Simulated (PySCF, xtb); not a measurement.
C3H6F2Si, SMILES F[SiH2][C@H]1[C@H](C1)F.

GFN2-xTB (xtb 6.7.1) at its own geometry gives an orbital gap of 6.14 eV and a dipole moment of 1.61 D.

Coordinates come from a PBE0-D3(BJ)/def2-SVP optimisation. The structure was generated by enumeration; whether it is a known compound was not checked. The values are those of a single conformer.

Problem. What does CAM-B3LYP/def2-TZVP run with PySCF give? (Estimate from the structure and the level; the computed values follow.)

Solution. gap 11.23 eV (levels -9.94 and 1.29 eV), dipole 2.07 D.
